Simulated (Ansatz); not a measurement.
Reaction (ligand exchange at the In–O bond): `[OH][In]([Cl])[O][SiH3]` + H–F → `[F][In]([Cl])[O][SiH3]` + H₂O

Computed with Ansatz on PBE0-D4/def2-TZVP structures; ΔE is electronic, products minus reactants. CCSD(T)/CBS adds triple-zeta CCSD(T) − MP2 to the extrapolated MP2 energy (def2 sets, frozen cores). This one scheme is used for every species. Functionals use def2-TZVPP. Elements past krypton have def2 core potentials. For In outer-core shells are correlated without core-valence functions, which leaves a few kJ/mol of doubt a bond. Each species was taken in one conformer, which may not be the lowest.

`[OH][In]([Cl])[O][SiH3]`:

Z-matrix (Å, degrees):
```
Si
O 1 1.632
H 1 1.487 2 110.4
H 1 1.487 2 110.5 3 120.9
H 1 1.497 2 110.7 3 -119.6
In 2 1.968 1 133.7 3 120.0
Cl 6 2.285 2 118.3 1 -180.0
O 6 1.964 2 118.9 1 -0.1
H 8 0.962 6 111.2 2 0.0
```

H–F:

```xyz
2

F    -0.166   -0.239    0.356
H     0.166    0.239   -0.356
```

`[F][In]([Cl])[O][SiH3]`:

Cartesian coordinates in Å:
```
F 0.990 2.529 0.395
In -0.722 1.649 0.226
Cl -2.645 2.863 0.372
O -0.671 -0.275 -0.069
Si 0.498 -1.420 -0.200
H 1.352 -1.452 1.019
H 1.370 -1.159 -1.377
H -0.171 -2.735 -0.366
```

H₂O:

```xyz
3

O     0.229    0.060   -0.309
H     0.061   -0.771    0.141
H    -0.291    0.711    0.168
```

| species | revPBE energy (Eh) |
| --- | --- |
| `[OH][In]([Cl])[O][SiH3]` | -1092.74250 |
| H–F | -100.45745 |
| `[F][In]([Cl])[O][SiH3]` | -1116.77106 |
| H₂O | -76.44013 |

Problem. Work out ΔE.

Solution. ΔE = (-1116.77106) + (-76.44013) − (-1092.74250) − (-100.45745) = -0.01124 Eh = -0.31 eV. CCSD(T)/CBS gives -0.22 eV.

Largest T1 diagnostic among the species: 0.015.

At CCSD(T), def2-SVP lies −0.11 eV from the extrapolated value and def2-TZVPP +0.01 eV. In def2-TZVPP, CCSD(T) changes the Hartree–Fock value by +0.18 eV (the triples alone add +0.02 eV) and MP2 by +0.22 eV. The D4 term adds +0.03 eV with B3LYP and +0.02 eV with PBE0; it sums over pairs of atoms, weighted by their polarisabilities, and B3LYP, whose exchange is more repulsive, gets the larger term.

B3LYP here is the variant with VWN-RPA as its local correlation; programs differ in this.
